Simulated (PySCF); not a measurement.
**Bonding in `CC(C)C1=CP(C)CC1`**

C8H15P.
Numbering: `[CH3:1][CH:2]([CH3:3])[C:4]1=[CH:5][P:6]([CH3:7])[CH2:8][CH2:9]1` (hydrogens: H10, H11, H12 on C1; H13 on C2; H14, H15, H16 on C3; H17 on C5; H18, H19, H20 on C7; H21, H22 on C8; H23, H24 on C9)

Structure used (GFN2-xTB), in Å, numbered top down from 1:
```xyz
24
C8H15P angstrom
C     -2.2281    1.5959    0.0360
C     -1.7030    0.1743   -0.1508
C     -2.0488   -0.6756    1.0776
C     -0.2219    0.1267   -0.4153
C      0.6480    1.1154   -0.2322
P      2.3704    0.7213   -0.6755
C      2.9100    0.0423    0.9733
C      1.7651   -0.8606   -1.4661
C      0.3704   -1.1653   -0.9162
H     -1.8247    2.0385    0.9439
H     -3.3131    1.5829    0.1172
H     -1.9524    2.2207   -0.8104
H     -2.2055   -0.2675   -1.0213
H     -3.1192   -0.6371    1.2689
H     -1.7661   -1.7146    0.9278
H     -1.5282   -0.2953    1.9543
H      0.3965    2.1001    0.1239
H      3.8503   -0.4904    0.8433
H      3.0758    0.8747    1.6546
H      2.1599   -0.6252    1.3926
H      1.7121   -0.6745   -2.5422
H      2.4744   -1.6733   -1.3052
H      0.4300   -1.8776   -0.0877
H     -0.2637   -1.6160   -1.6829
```

Bond orders from the PBE0/pcSseg-1 density (PySCF). Geometry: GFN2-xTB, one conformer, isolated molecule.

(1) Where do the orders between heavy atoms depart from those drawn in the SMILES?

(2) Give the Mayer order of every bond between heavy atoms, beside its length.

## Answers

(1) The largest departure is 0.154, at C4–C5 (drawn double, 1.846).

(2) 
| bond | drawn as | length (Å) | Mayer order |
| --- | --- | --- | --- |
| C1–C2 | single | 1.527 | 1.066 |
| C2–C3 | single | 1.533 | 1.018 |
| C2–C4 | single | 1.505 | 0.985 |
| C4–C5 | double | 1.329 | 1.846 |
| C5–P6 | single | 1.822 | 0.961 |
| P6–C7 | single | 1.863 | 0.971 |
| P6–C8 | single | 1.869 | 0.969 |
| C8–C9 | single | 1.530 | 1.013 |
| C9–C4 | single | 1.507 | 1.017 |

Bonds between the same two heavy elements. C–C: lowest C2–C4 (0.985, 1.505 Å), highest C4–C5 (1.846, 1.329 Å); in 4 of the 15 pairs the longer bond (by over 0.003 Å) has the higher order (by 0.02 or more). C–P: all 3 within 0.02 of one another (0.961 to 0.971).

Question: And the bonds to hydrogen?

Answer: C–H: 0.92 to 0.97 (15 bonds).

Question: Sum the orders of all bonds at each heavy atom with more than one neighbour and set the sums beside the valence in the SMILES.

Answer: C1 3.946 (drawn 4), C2 3.997 (drawn 4), C3 3.913 (drawn 4), C4 3.848 (drawn 4), C5 3.766 (drawn 4), P6 2.901 (drawn 3), C7 3.835 (drawn 4), C8 3.874 (drawn 4), C9 3.898 (drawn 4). Orders between atoms that aren't bonded are not in these sums.

For a closed shell the Mayer order of atoms A and B is Σ (PS)μν (PS)νμ over the basis functions μ on A and ν on B, with P the density and S the overlap matrix.
